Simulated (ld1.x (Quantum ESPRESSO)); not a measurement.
**Which setting gave this result? (helium (He), TM)**

Base potential:

He, norm-conserving Troullier–Martins (Kleinman–Bylander form), made with ld1.x (Quantum ESPRESSO) 7.5 (PBEsol, scalar-relativistic). Core none, reference 1s2. Waves: 1s (bound): rc 0.60 bohr; 2p channel at -0.2 Ry: rc 0.60 bohr. Local part: all-electron potential smoothed inside 0.45 bohr (lloc = -1). Core correction: none.

Cutoffs, loose and tight: the cutoffs (Ry, on a coarse ladder) from which the occupation-weighted sum of valence levels, in a spherical-Bessel basis at the reference potential, stays within 10 and 1 mRy of its value at 400 Ry. They do not see the model core or the augmentation charge, which bear on the density cutoff. Test errors are all-electron minus pseudo excitation energies from the reference, over the configurations 1s1; 1s1.5; variants that change the core or the reference have their own tests.

Only the s radius is moved:

| s radius (bohr) | cutoff, loose | cutoff, tight | bound ghosts | largest test error (meV) | median size of the test errors |
| --- | --- | --- | --- | --- | --- |
| 0.42 | 200 Ry | 300 Ry | none | -0.4 | 0.2 meV |
| 0.5 | 160 Ry | 230 Ry | none | +1.7 | 0.9 meV |
| 0.54 | 160 Ry | 230 Ry | none | +3.0 | 1.6 meV |
| 0.72 | 100 Ry | 200 Ry | none | +15 | 8.4 meV |
| 0.8 | 90 Ry | 180 Ry | none | +23 | 13.1 meV |
| 0.9 | 70 Ry | 160 Ry | none | +39 | 22.5 meV |

Q: One more run gave cutoff, loose: 120 Ry; cutoff, tight: 180 Ry; bound ghosts: none; largest test error (meV): +9.2; median size of the test errors: 5.2 meV. Which value of the s radius was used?

A: 0.66 bohr. The median size of the test errors moves one way along this sweep, from 0.2 meV at 0.42 to 22.5 meV at 0.9 bohr, which places the run between 0.54 and 0.72 bohr.
